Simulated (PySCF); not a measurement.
GeCl(OMe)3, C3H9ClGeO3.
Geometry (PBE0-D3(BJ)/def2-SVP, Å), atoms numbered from 1 in this order:
```xyz
17
C3H9ClGeO3 angstrom
Ge    -0.008   -0.004    0.080
Cl    -0.011   -0.016    2.238
O      1.637   -0.070   -0.498
C      2.504   -1.116   -0.122
H      2.610   -1.190    0.974
H      3.494   -0.902   -0.551
H      2.160   -2.091   -0.508
O     -0.765    1.462   -0.490
C     -0.270    2.729   -0.120
H     -0.257    2.861    0.976
H     -0.938    3.489   -0.552
H      0.749    2.899   -0.507
O     -0.889   -1.390   -0.509
C     -2.235   -1.609   -0.154
H     -2.370   -1.658    0.940
H     -2.542   -2.573   -0.584
H     -2.896   -0.822   -0.556
```

Method: PBE0-D3(BJ)/def2-SVP geometry optimisation, gas phase (PySCF 2.14.0).

Take the most abundant isotopes and a rigid rotor. The values belong to one conformer.

(1) What are A, B and C (GHz)?

(2) Classify the top.

(3) Is it planar, by Δ = Ic − Ia − Ib?

(4) Where do the R-branch lines fall?

Results:

(1) Ia = 423.27, Ib = 425.44, Ic = 493.19 u·Å²; 505379 MHz·u·Å²/I gives 1194, 1188 and 1025 MHz, that is A = 1.1940, B = 1.1879, C = 1.0247 GHz.

(2) An oblate symmetric top, as the point group C3 requires two equal moments; the computed ones differ by 0.51 % because the geometry is symmetric only within the optimiser's tolerance: κ = (2 × 1188 − 1194 − 1025)/(1194 − 1025) = 0.93.

(3) Not planar: Δ = Ic − Ia − Ib = -355.52 u·Å². For a rigid frame Δ = −2 Σ m c², so Σ m c² = 177.76 u·Å² lies off the ab plane: 5.47 from hydrogen and 172.29 from heavier atoms. The atom farthest from that plane is 1.97 Å away.

(4) The dipole of 0.38 D lies along the symmetry axis, so ΔK = 0 and J+1 ← J falls at 2B(J+1) for every K: 2.38 GHz, 4.76 GHz, 7.15 GHz, 9.53 GHz, 11.91 GHz for J = 0 to 4.

Stationary, but not proved a minimum. Zero-point vibration and centrifugal distortion are left out.
